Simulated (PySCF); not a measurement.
Molecule: H2AlCl3GeO3, SMILES [Cl][Ge]([O][Al]([OH])[OH])([Cl])[Cl]. Atoms near the plane z = 0.8 Å, at the PBE0/def2-SVP optimised geometry (x, y, z in Å): Ge1 (-0.2, -2.3, 0.0), Cl2 (-0.9, -3.3, 1.8), Cl4 (1.9, -2.3, 0.0), O5 (-0.8, -0.7, 0.0), Al6 (-1.6, 0.4, 1.0), O8 (-1.9, 2.0, 0.4).

Calculation: PBE0/def2-TZVP (PySCF 2.14.0). Cells within 0.4 Å of a nucleus heavier than hydrogen are left out (blank, or x). The values are rescaled to run from 0 to 1.

```
|2222222222223333333333333333333|
|2222222222222333333333333333333|
|2222221112222333333333333333333|
|2222111111122233333333333333333|
|2221110001112233333333333333333|
|2211000011111233333333333333333|
|2211000278421233333333333333333|
|2211002999952233444333333333333|
|222100599x993344444433333333333|
|2222127999996555444443333333333|
|3322347999999976554443333333333|
|3334579999999997654443333333333|
|3345799999999998654443333333333|
|344689999xx99999654443333333333|
|445699999xx99998654443333333333|
|4456999999999996544433333333333|
|4456899999999996444433333333333|
|4455799999999996554433333333333|
|4445679999999998765544333333333|
|4444566788899999997655544333333|
|3444555667899999999899975433333|
|3444445567999999999999998543333|
|3344444567999999999999999644333|
|3334444567999999999999999744333|
|3333444458999999999999999643333|
|3333334457999999999999996443333|
|3333333457999999998767654333333|
|3333333346999999986544433333333|
|3333333335799998765433333333333|
|3333333334567765544333333333333|
|3333333333344444443333333333333|
```
Scale: ten equal steps from 0.000 (start of '0') to 1.00 (end of '9'), in the order '0123456789'; x runs from -4.50 to 4.50, y from -4.50 (bottom) to 4.50 (top).

**Question.** Which quantity is mapped?
(A) log10 of the electron density
(B) an orbital amplitude
(C) deformation density (molecule minus spherical neutral atoms)
(D) electrostatic potential

**Answer.** D, electrostatic potential. In full: electrostatic potential (hartree/e), clipped to [-0.08, 0.12].
